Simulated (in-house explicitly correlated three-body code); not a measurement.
Computed with an exponentially correlated three-body code. Model: two electrons around a point charge, non-relativistic, variational in 260 exponentially correlated functions (energies converged to about 1e-7 hartree, or 1e-8 relative for large Z).

Command:
```bash
python run_hyl.py task.json out
```
Settings (lengths in bohr, energies in hartree):
```
Z                      2
screening              1.2
interaction_strength   1
functions              260
states_tried           1
```

Cost of the run: 5.7 s on 1 thread of Intel(R) Xeon(R) Platinum 8488C (Sapphire Rapids), with other jobs on the host.

**Ground state only, binding against the one-electron ion.**

Given: nuclear charge 2; Yukawa screening of all interactions 1.2 1/bohr.

Computed: one-electron threshold -0.42454363 hartree.

| term | energy (hartree) | binding (eV) |
| --- | --- | --- |
| 1 1S | -0.577557409 | 4.1637 |

**Converged states only, values per electron or pair (inverse distances are <exp(-kr)/r>).**

```json
{"term": "1 1S", "mean r (bohr)": "1.3134", "mean r squared (bohr²)": "2.6352", "mean inverse r (1/bohr)": "0.66069", "mean r12 (bohr)": "2.0294", "mean inverse r12 (1/bohr)": "0.18968", "mean cosine": "-0.039802", "mean p1 dot p2 (bohr⁻²)": "0.057809", "delta r1 (bohr⁻³)": "1.1745", "delta r12 (bohr⁻³)": "0.048477"}
```
